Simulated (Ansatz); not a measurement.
Geometry optimisation, Ansatz 0.2.0, RKS PBE0-D4/6-31G*.

Input:

```yaml
crystal:
  periodic: [false, false, false]
  atoms:
    - { symbol: B, position_ang: [0.0, 0.0, 0.0] }
    - { symbol: H, position_ang: [0.0, 0.0, 1.54] }
    - { symbol: "N", position_ang: [1.3423, 0.0, -0.775] }
    - { symbol: H, position_ang: [1.8089, -0.9179, -1.0268] }
    - { symbol: H, position_ang: [1.7937, 0.9179, -1.0532] }
    - { symbol: "N", position_ang: [-1.3423, 0.0, -0.775] }
    - { symbol: H, position_ang: [-2.0112, -0.8164, -0.6764] }
    - { symbol: H, position_ang: [-1.5914, 0.8164, -1.4036] }
    - { symbol: O, position_ang: [-0.2139, 1.6086, 0.5392] }
    - { symbol: H, position_ang: [-1.1525, 1.9139, 0.3252] }
    - { symbol: H, position_ang: [-0.1135, 0.8538, 1.537] }
basis:
  gaussian: { orbitals: "6-31G*" }
hamiltonian:
  xc: pbe0
  dispersion: d4
relax:
  f_tol: 0.15
  max_steps: 25
  restrain:
    - { distance: [0, 8], at: 2.61, k: 30.0 }
    - { distance: [10, 1], at: 1.86, k: 30.0 }
    - { distance: [0, 1], at: 1.19, k: 30.0 }
    - { distance: [10, 8], at: 1.01, k: 30.0 }
output:
  orbitals: {}
```

Run as:

```bash
$ ansatz run input.yaml --threads 1 --pin off --max-ram 2048MiB --backend cpu --events-out ev --progress --plain --runs-dir out
```

**Question.** Where does it end, and by what steps?

**Answer.** The run converged. The restraints hold the end off the free minimum. After 15 steps the energy has fallen by 4.481 eV (the restraints' own energy left out); H4 moved furthest, 1.07 Å. Parted: B1–O9 (1.71 → 2.62 Å). Joined: B1–H2 (1.54 → 1.20 Å).

```tsv
step	energy less start (eV)	largest force component (eV/Å)	accepted
0	0.0000	4.514	yes
1	-0.9827	3.195	yes
2	-1.8629	3.344	yes
3	-2.5597	3.152	yes
4	-3.2198	1.649	yes
5	-3.5809	1.604	yes
6	-3.9197	1.505	yes
7	-4.1455	1.449	yes
8	-4.3044	1.268	yes
9	-4.3969	1.156	yes
10	-4.4149	1.016	yes
11	-4.4131	1.874	yes
12	-4.4434	0.779	yes
13	-4.4729	0.997	yes
14	-4.4699	0.931	no
15	-4.4808	0.945	yes
```

```xyz
11
Properties=species:S:1:pos:R:3
B -0.011 -0.197 -0.171
H -0.033 -0.609 0.953
N 1.224 -0.096 -0.838
H 2.092 -0.150 -0.331
H 1.326 0.335 -1.745
N -1.261 0.113 -0.791
H -2.120 -0.259 -0.416
H -1.328 0.303 -1.781
O -0.286 2.006 1.227
H -0.874 1.812 0.480
H -0.208 1.119 1.644
```

Run time: 40 s on 1 thread of Arm Neoverse V2, with other jobs on the host, peak memory 0.17 GiB.
